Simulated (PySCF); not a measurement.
An element was calculated at r2SCAN (PySCF 2.14, spin-free X2C, a triple-zeta basis, no spin-orbit coupling), in the ground configurations that NIST lists.

| Quantity | Value |
| --- | --- |
| first ionisation energy | 7.713 eV |
| second ionisation energy | 18.187 eV |
| third ionisation energy | 31.037 eV |

Question: Which element is it?

Answer: Rhodium (Rh, Z = 45), in x2c-TZVPPall. NIST lists 7.459, 18.08, 31.06 eV for these ionisation energies.
